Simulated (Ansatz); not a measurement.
The same hydrogen abstraction along the group F, Cl, I.

Program: Ansatz. Geometries: PBE0-D4/def2-TZVP. ΔE: electronic, gas phase. CCSD(T)/CBS adds triple-zeta CCSD(T) − MP2 to the extrapolated MP2 energy (def2 sets, frozen cores). This one scheme is used for every species, atoms too. No spin–orbit coupling; open shells (•) take unrestricted orbitals. Spin–orbit coupling would lower the free atoms: a little for Cl, F; strongly for I. def2 core potentials past Kr. Bonds to I are less sure, by a few kJ/mol each and by 10 to 20 or more in all where they break to atoms, as the def2 sets lack core-valence functions.

| reaction | CCSD(T)/def2-SVP (eV) | CCSD(T)/CBS(def2) (eV) |
| --- | --- | --- |
| `F[SiH](F)F` + F• → `F[Si](F)F`• + H–F | -1.13 | -1.56 |
| trichlorosilane + Cl• → `Cl[Si](Cl)Cl`• + HCl | -0.20 | -0.42 |
| `I[SiH](I)I` + I• → `I[Si](I)I`• + HI | 0.43 | 0.32 |

Largest T1 diagnostic: 0.014, for `F[Si](F)F`•.
